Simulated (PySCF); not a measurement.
## Ti⁺: ionisation energy

Ti⁺ [Ar] 3d2 4s1 (4F) → Ti²⁺ [Ar] 3d2 (3F), as a difference of total energies. Computed with PySCF 2.14 in cc-pVTZ-DK (7s6p4d2f1g, 68 functions), with scalar relativity by spin-free X2C-1e. Correlated levels: valence: [Ar] frozen. The calculations carry no spin-orbit coupling.

| method | ionisation energy (eV) | difference from reference (eV) |
| --- | --- | --- |
| UHF | 12.940 | -0.635 |
| PBE0 | 13.794 | +0.219 |
| MP2 (valence) | 13.119 | -0.456 |
| SCS-MP2 (valence) | 13.000 | -0.575 |

Reference: 13.575 eV (measured; NIST Atomic Spectra Database, ionization energies).

The reference lies between the lowest fine-structure levels, while these numbers refer to the centres of the terms.

Errors of the correlated levels include the incompleteness of this basis and the frozen core.
